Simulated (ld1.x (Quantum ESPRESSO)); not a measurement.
**BP86 PAW dataset for Li (Z = 3), non-relativistic all-electron reference.**

- Element: lithium
- Generator: ld1.x (Quantum ESPRESSO) 7.5
- Type: PAW
- Functional: BP86
- Relativity: non-relativistic
- Frozen core: none
- Valence charge: 3
- Reference configuration: 1s2 2s1 2p0
- Partial waves: 1s (bound): rcut 1.15, rcutus 1.20 bohr; 2s (bound): rcut 1.15, rcutus 1.20 bohr; 2p (bound, empty): rcut 4.25, rcutus 4.80 bohr; 2p channel at 0.9 Ry: rcut 4.25, rcutus 4.80 bohr; 3d channel at 0.5 Ry: rcut 3.20, rcutus 4.35 bohr
- Local potential: all-electron potential smoothed inside 4.00 bohr (lloc = -1)
- Core correction: none
- Augmentation charge: PSQ, inside the norm-conserving radii

Calculated quality:

```
Cutoffs needed                            : 50 Ry and 70 Ry (the cutoffs (Ry, on a coarse ladder) from which the occupation-weighted sum of valence levels, in a spherical-Bessel basis at the reference potential, stays within 10 and 1 mRy of its value at 400 Ry)
Ghost test                                : no extra level below or beside the all-electron valence levels (s, p, d, f tested) (spherical-Bessel basis up to 400 Ry, 20 bohr box)
Configuration tests                       : test run stopped at test 2 of 4 (negative rho), 1 before it not solved; not counted: 1s2 2s0 2p0 (solver errors, printed error -76.9 eV)
Lowest eigenvalue of the overlap operator : 0.63 (s channel)
Density cutoff estimated by the generator : 223 Ry
```

Generation and tests took about 0.67 s on one core of a shared server CPU.
